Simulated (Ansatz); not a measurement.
The same path of AlFH$_{3}$NTe (7 atoms, charge 0, multiplicity 1) was run twice with different band settings.

These are results of Ansatz, RKS PBE/def2-SVP, not measurements.

Relaxed end points:

```xyz
7
Properties=species:S:1:pos:R:3
N -0.746 0.881 1.043
Al 0.355 -0.041 0.003
F 2.005 0.032 0.322
Te -0.475 -1.456 -1.936
H -0.438 1.455 1.832
H -1.763 0.922 0.952
H 1.124 -1.861 -2.261
```

```xyz
7
Properties=species:S:1:pos:R:3
N -0.646 0.703 0.832
Al 0.799 -0.007 0.087
F 2.303 0.350 0.747
Te 0.758 -1.545 -1.931
H -0.624 1.310 1.654
H -1.606 0.571 0.510
H -0.923 -1.450 -1.945
```

Common settings: movable images 5; climbing image yes; optimiser quadratic models (default); start path through a guess of the saddle point; force threshold 0.05 eV/Å; iteration limit 60; end points relaxed.

| run | spring |
| --- | --- |
| 1 | 5.0 eV/Å² |
| 2 | 2.0 to 10.0 eV/Å², energy-weighted |

(1) What does each run give, and how far can it be trusted?

Results:

(1) Run 1: converged after 11 iterations, highest image 0.112 eV above the first end. A vibrational analysis at the climbing image gives one clearly imaginary mode, 161i cm⁻¹: a first-order saddle point.
Run 2: converged after 11 iterations, highest image 0.112 eV above the first end. Another band between the same ends (5 images) ends at a top of the same energy, where a vibrational analysis finds 1 clearly imaginary mode.
